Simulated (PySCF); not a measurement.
**Shifts of the heteroatoms**

Molfile (atoms numbered from 1):
```
C4H8OSi
     RDKit          3D

 14 14  0  0  0  0  0  0  0  0999 V2000
    2.8520    0.5611    0.4698 Si  0  0  0  0  0  4  0  0  0  0  0  0
    1.3435    0.1574    0.0291 O   0  0  0  0  0  0  0  0  0  0  0  0
    0.1525    0.2461    0.6731 C   0  0  0  0  0  0  0  0  0  0  0  0
   -0.9705   -0.1469    0.1227 C   0  0  0  0  0  0  0  0  0  0  0  0
   -2.4209   -0.3145    0.2381 C   0  0  0  0  0  0  0  0  0  0  0  0
   -1.6841   -0.7236   -1.0202 C   0  0  0  0  0  0  0  0  0  0  0  0
    3.2649   -0.1812    1.6645 H   0  0  0  0  0  0  0  0  0  0  0  0
    2.9447    1.9930    0.7708 H   0  0  0  0  0  0  0  0  0  0  0  0
    3.5590    0.1695   -0.7367 H   0  0  0  0  0  0  0  0  0  0  0  0
    0.1793    0.6617    1.6747 H   0  0  0  0  0  0  0  0  0  0  0  0
   -2.8015   -1.0901    0.8882 H   0  0  0  0  0  0  0  0  0  0  0  0
   -3.0475    0.5661    0.2061 H   0  0  0  0  0  0  0  0  0  0  0  0
   -1.5631   -1.7777   -1.2277 H   0  0  0  0  0  0  0  0  0  0  0  0
   -1.8089   -0.1214   -1.9092 H   0  0  0  0  0  0  0  0  0  0  0  0
  1  2  1  0
  2  3  1  0
  3  4  2  3
  4  5  1  0
  5  6  1  0
  6  4  1  0
  1  7  1  0
  1  8  1  0
  1  9  1  0
  3 10  1  0
  5 11  1  0
  5 12  1  0
  6 13  1  0
  6 14  1  0
M  END
```

All values are calculated (PySCF 2.14.0 with density-fitted response routines): shieldings: GIAO PBE0/pcSseg-1, coordinates at the GFN2-xTB level. Single conformer, rapidly exchanging positions averaged, non-relativistic, isolated molecule.

**Question.** Where does 29Si resonate?

**Answer.** 
```csv
atoms,environment,σ (ppm),δ (ppm)
Si1,"silicon bonded to O, 3 H",388.3,-39.2
```

Shieldings were converted by a linear fit to measured shifts: 29Si (scatter 8.9 ppm rms, 25.8 ppm with the 6 outliers that the fit left out vs TMS, solution or neat liquid). A few per cent of atoms miss by over 2 rms, more outside the fitted compound classes.

On a 300 MHz spectrometer 29Si resonates near 59.6 MHz, so 1 ppm is 59.6 Hz.

**Question.** Predict the 17O NMR data.

**Answer.** 
```tsv
atoms	environment	σ (ppm)	δ (ppm)
O2	oxygen bonded to C, Si	253.6	35.7
```

Shieldings were converted by a linear fit to measured shifts: 17O: δ = 266.70 − 0.911σ (rms 10.7 ppm, 155 shifts, 12.2 ppm with the 3 outliers that the fit left out vs liquid water, solution or neat liquid). Occasional misses reach two or three times the rms, and more in compound classes unlike the fitted ones.

On a 400 MHz spectrometer 17O resonates near 54.2 MHz, so 1 ppm is 54.2 Hz.
